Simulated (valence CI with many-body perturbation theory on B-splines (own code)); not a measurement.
## Sensitivity of CI+MBPT for Bi LII

Calculated by valence CI with perturbative core correlation (CI+MBPT): four valence electrons over a frozen Dirac-Fock core [Ar] 3d10, a basis of 6 s, 6 p, 5 d, 3 f, 1 g functions for each j, with the one-electron correlation potential Σ1, the two-electron term Σ2, the three-electron term Σ3, Breit, model QED; selected CI, second order for the rest, scaled by the run's own slope (own B-spline code, finite nucleus).

No measured spectrum was set against this ion. As an estimate, large intervals hold to a few tenths of a per cent, small ones and those within an open d or f shell to about a per cent.

The reference run has the lowest level (4s^2 4p1/2^2) J=0 and an ionisation energy of 3080.23 eV. Its largest variational space holds 9998 state functions.

Levels are named by their leading jj configuration (3d3/2^4 stands for four electrons in 3d with j = 3/2), which in mixed levels can hold well under half, so a name can repeat and another be missing. Letters in brackets count levels of one name in rising energy.

| Level | Reference (cm⁻¹) | Shift (cm⁻¹) |
| --- | --- | --- |
| (4s^2 4p1/2 4p3/2) J=1 | 1394580 | -1277 |
| (4s^2 4p1/2 4p3/2) J=2 | 1435410 | -1269 |
| (4s 4p1/2^2 4p3/2) J=2 | 2364300 | +14735 |
| (4s 4p1/2^2 4p3/2) J=1 | 2503640 | +14333 |
| (4s^2 4p3/2^2) J=2 | 2861190 | -2456 |
| (4s^2 4p1/2 4d3/2) J=2 | 2888100 | +2271 |
| (4s^2 4p3/2^2) J=0 | 2949070 | -2448 |
| (4s^2 4p1/2 4d3/2) J=1 | 3066980 | +2860 |
| (4s^2 4p1/2 4d5/2) J=2 | 3276330 | +1940 |
| (4s^2 4p1/2 4d5/2) J=3 | 3285550 | +1627 |
| (4s 4p1/2 4p3/2^2) J=2 [a] | 3728940 | +13190 |
| (4s 4p1/2 4p3/2^2) J=3 | 3811130 | +13159 |

The ionisation energy moves by +0.10 eV.

Q: Which of these changes was made?
A. QED terms on → off
B. Davidson tolerance 2e-05 → 0.001
C. Breit term on → off; QED terms on → off

A: A. QED terms on → off.
